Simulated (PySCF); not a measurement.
**Mayer bond orders and bond lengths**

Compound: [IrF6]3- (charge -3 and singlet state).
Geometry (PBE0-D3(BJ)/def2-SVP, Å), atoms numbered from 1 in this order:
```
atom  x, y, z in Å
Ir1    0.000    0.000    0.000
F2    -0.027   -0.014    2.057
F3     0.027    0.014   -2.057
F4     2.057    0.008    0.027
F5    -2.057   -0.008   -0.027
F6    -0.008    2.057    0.014
F7     0.008   -2.057   -0.014
```

Bond orders from the PBE0/pcSseg-1 (def2-TZVP on Ir) density (PySCF). Whether so highly charged an anion holds all its electrons in the gas phase wasn't checked; a finite basis holds them in any case. No counter-ion or solvent screens the charge of this multiply charged ion. Atoms past krypton carry effective core potentials; spin–orbit coupling is left out. The pcSseg-1 basis has no diffuse functions, a weakness for an anion. The HOMO energy is positive at this level (+9.83 eV), so the outermost electrons may be held by the finite basis alone.

Question: Give the Mayer order of every bond, beside its length.

Answer: 
```tsv
bond	length (Å)	Mayer order
Ir1–F2	2.057	0.605
Ir1–F3	2.057	0.605
Ir1–F4	2.057	0.605
Ir1–F5	2.057	0.605
Ir1–F6	2.057	0.605
Ir1–F7	2.057	0.605
```

Question: Sum the orders of all bonds at each heavy atom with more than one neighbour.

Answer: Ir1 3.630. Orders between atoms that aren't bonded are not in these sums.

The Mayer order sums products of elements of PS (density times overlap matrix) between the two atoms' basis functions, so it depends on the basis set.
